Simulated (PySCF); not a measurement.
From a computed spectrum to the compound

A species of 3 atoms with charge 2 has these harmonic modes (PBE0, small Gaussian bases with core potentials, PySCF 2.14.0):

```
cm⁻¹  km/mol  symmetry
 475     5.2        a1
1936     1.5        b2
1955     7.1        a1
```

(1) Which species is it, and in which structure?

Results:

(1) [HfH2]2+ (singlet):
```xyz
3

Hf    0.0000    0.0000   -0.0132
H     1.3108    0.0000    1.1747
H    -1.3108    0.0000    1.1747
```
Ideal gas at 298.15 K and 1 bar: S = 236.7 J/(mol K), Cp = 38.8 J/(mol K), H − H(0 K) = 10.6 kJ/mol (rigid rotor, harmonic modes, spin degeneracy alone). 
 The answer isn't unique; the calculation gave this one.
